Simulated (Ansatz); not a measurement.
`[NH2][Hf]([NH2])([NH2])[Cl]` and `[NH2][Hf]([NH2])([OH])[Cl]` differ in one atom or group.

Ansatz, PBE0-D4/def2-TZVP geometries, multiplicity 1. Each molecule was computed in one conformer, which needn't be the lowest.

Elements past krypton have def2 core potentials.

```json
{"property": "HOMO–LUMO gap (PBE0/def2-TZVPP) / eV", "`[NH2][Hf]([NH2])([NH2])[Cl]`": "7.28"}
{"property": "size of the dipole moment (B3LYP/def2-TZVPP) / D", "`[NH2][Hf]([NH2])([NH2])[Cl]`": "2.76"}
{"property": "size of the dipole moment (ωB97M-V/def2-TZVPP) / D", "`[NH2][Hf]([NH2])([NH2])[Cl]`": "2.71"}
{"property": "LUMO energy (PBE/def2-TZVPP) / eV", "`[NH2][Hf]([NH2])([NH2])[Cl]`": "-0.85"}
{"property": "HOMO energy (PBE0/def2-TZVPP) / eV", "`[NH2][Hf]([NH2])([NH2])[Cl]`": "-7.33"}
{"property": "HOMO energy (PBE/def2-TZVPP) / eV", "`[NH2][Hf]([NH2])([NH2])[Cl]`": "-5.94"}
```

(1) What does the change do to each property? (Best estimate.)

## Answers

(1) The calculation gave: 
```tsv
property	`[NH2][Hf]([NH2])([OH])[Cl]`	shift
HOMO–LUMO gap (PBE0/def2-TZVPP) / eV	7.28	0.00
size of the dipole moment (B3LYP/def2-TZVPP) / D	3.20	0.44
size of the dipole moment (ωB97M-V/def2-TZVPP) / D	3.17	0.46
LUMO energy (PBE/def2-TZVPP) / eV	-1.00	-0.15
HOMO energy (PBE0/def2-TZVPP) / eV	-7.39	-0.06
HOMO energy (PBE/def2-TZVPP) / eV	-5.99	-0.05
```

The zero-point energy changes by -32.1 kJ/mol with -3 modes. Dipoles are sizes alone; their direction can turn.

Positive LUMOs are unbound, so they and the gaps depend on the basis.

B3LYP here is the variant with VWN-RPA as its local correlation; programs differ in this.
